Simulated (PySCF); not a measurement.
Fractional electron number in Ru⁺ (ruthenium, charge +1)

The 4d beta orbital of [Kr] 4d7 is emptied in steps (occupation f), with all orbitals relaxed, ending at [Kr] 4d6. Computed with PySCF 2.14 in aug-cc-pVTZ-PP with ECP28MDF (6s6p5d3f2g, 88 functions), with a scalar-relativistic core potential. The exact energy is a straight line in f; departures are measured from the line between the end points of the same method.

```json
{"f": "1", "UHF (eV)": "0.000", "LDA (eV)": "0.000", "PBE (eV)": "0.000"}
{"f": "0.9", "UHF (eV)": "0.151", "LDA (eV)": "-0.482", "PBE (eV)": "-0.471"}
{"f": "0.7", "UHF (eV)": "0.337", "LDA (eV)": "-1.135", "PBE (eV)": "-1.106"}
{"f": "0.5", "UHF (eV)": "0.385", "LDA (eV)": "-1.362", "PBE (eV)": "-1.326"}
{"f": "0.3", "UHF (eV)": "0.311", "LDA (eV)": "-1.152", "PBE (eV)": "-1.119"}
{"f": "0.1", "UHF (eV)": "0.128", "LDA (eV)": "-0.497", "PBE (eV)": "-0.481"}
{"f": "0", "UHF (eV)": "0.000", "LDA (eV)": "0.000", "PBE (eV)": "0.000"}
```

Task: For UHF, how does the orbital energy at f = 1 compare with the removal energy?

Result: −ε = 16.594 eV against a total-energy difference of 14.880 eV. By Janak's theorem ε = ∂E/∂f, so the gap between them reflects the curvature. Along the path −ε is 16.187 (f = 0.9), 15.451 (f = 0.7), 14.802 (f = 0.5), 14.227 (f = 0.3), 13.716 (f = 0.1) eV.

| method | E(f=0) − E(f=1) (eV) | −ε at f=1 (eV) | −ε at f=0.5 (eV) |
| --- | --- | --- | --- |
| UHF | 14.880 | 16.594 | 14.802 |
| LDA | 17.152 | 11.822 | 17.100 |
| PBE | 16.939 | 11.731 | 16.901 |

Reference removal energy between the ground levels: 16.76 ± 0.06 eV (semi-empirical (NIST evaluation); NIST Atomic Spectra Database, ionization energies). The calculation has no spin-orbit coupling. The determinant left behind need not be the lowest term of the ion. UHF lacks correlation.
